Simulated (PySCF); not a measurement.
## A survey of 29Si NMR shifts

PySCF 2.14.0 with density-fitted response routines calculation with PBE0/pcSseg-1 with gauge-including orbitals and coordinates at the GFN2-xTB level; rapidly exchanging positions averaged, relativity neglected, one conformer, isolated molecule.

Shieldings were converted by a linear fit to measured shifts: 29Si: δ = 279.94 − 0.822σ (rms 8.9 ppm, 72 shifts, 25.8 ppm with the 6 outliers that the fit left out vs TMS, solution or neat liquid). A few per cent of atoms miss by over 2 rms, more outside the fitted compound classes.

Give the 29Si shifts of `CO[Si@@H](C)O[Si@H](O)SC`, `C#C[Si@@H]([SiH3])CC`, `CC#CC[SiH2][SiH3]`, `C[C@@H]([SiH2][SiH2]O)S(C)(=O)=O`, `COC([SiH3])([SiH3])O[S@@](C)=O`, `CC/C=C/[SiH2][SiH3]`, `CC(=O)[SiH2]SC(=C=O)C=O`, `C#C[Si@@H]1C=C(C)[SiH2]O1`, `C[SiH2]O[SiH2]CS(C)(=O)=O`, `CO[Si](OC)(O[SiH3])SC`.

Answers


| compound | environment | δ (ppm) |
| --- | --- | --- |
| [CH3:1][O:2][Si@@H:3]([CH3:4])[O:5][Si@H:6]([OH:7])[S:8][CH3:9] | Si3: silicon bonded to C, 2 O, H | -23.9 |
| [CH3:1][O:2][Si@@H:3]([CH3:4])[O:5][Si@H:6]([OH:7])[S:8][CH3:9] | Si6: silicon bonded to 2 O, S, H | -32.2 |
| [CH:1]#[C:2][Si@@H:3]([SiH3:4])[CH2:5][CH3:6] | Si3: silicon bonded to 2 C, Si, H | -58.6 |
| [CH:1]#[C:2][Si@@H:3]([SiH3:4])[CH2:5][CH3:6] | Si4: silicon bonded to Si, 3 H | -105.1 |
| [CH3:1][C:2]#[C:3][CH2:4][SiH2:5][SiH3:6] | Si5: silicon bonded to C, Si, 2 H | -66.8 |
| [CH3:1][C:2]#[C:3][CH2:4][SiH2:5][SiH3:6] | Si6: silicon bonded to Si, 3 H | -105.1 |
| [CH3:1][C@@H:2]([SiH2:3][SiH2:4][OH:5])[S:6]([CH3:7])(=[O:8])=[O:9] | Si4: silicon bonded to O, Si, 2 H | -39.3 |
| [CH3:1][C@@H:2]([SiH2:3][SiH2:4][OH:5])[S:6]([CH3:7])(=[O:8])=[O:9] | Si3: silicon bonded to C, Si, 2 H | -76.5 |
| [CH3:1][O:2][C:3]([SiH3:4])([SiH3:5])[O:6][S@@:7]([CH3:8])=[O:9] | Si4: silicon bonded to C, 3 H | -65.9 |
| [CH3:1][O:2][C:3]([SiH3:4])([SiH3:5])[O:6][S@@:7]([CH3:8])=[O:9] | Si5: silicon bonded to C, 3 H | -68.3 |
| [CH3:1][CH2:2]/[CH:3]=[CH:4]/[SiH2:5][SiH3:6] | Si5: silicon bonded to C, Si, 2 H | -69.5 |
| [CH3:1][CH2:2]/[CH:3]=[CH:4]/[SiH2:5][SiH3:6] | Si6: silicon bonded to Si, 3 H | -104.6 |
| CC(=O)[SiH2]SC(=C=O)C=O | silicon bonded to C, S, 2 H | -48.2 |
| [CH:1]#[C:2][Si@@H:3]1[CH:4]=[C:5]([CH3:6])[SiH2:7][O:8]1 | Si7: silicon bonded to C, O, 2 H, in a 5-membered ring | -18.6 |
| [CH:1]#[C:2][Si@@H:3]1[CH:4]=[C:5]([CH3:6])[SiH2:7][O:8]1 | Si3: silicon bonded to 2 C, O, H, in a 5-membered ring | -27.3 |
| [CH3:1][SiH2:2][O:3][SiH2:4][CH2:5][S:6]([CH3:7])(=[O:8])=[O:9] | Si2: silicon bonded to C, O, 2 H | -21.6 |
| [CH3:1][SiH2:2][O:3][SiH2:4][CH2:5][S:6]([CH3:7])(=[O:8])=[O:9] | Si4: silicon bonded to C, O, 2 H | -27.9 |
| [CH3:1][O:2][Si:3]([O:4][CH3:5])([O:6][SiH3:7])[S:8][CH3:9] | Si7: silicon bonded to O, 3 H | -42.0 |
| [CH3:1][O:2][Si:3]([O:4][CH3:5])([O:6][SiH3:7])[S:8][CH3:9] | Si3: silicon bonded to 3 O, S | -52.7 |
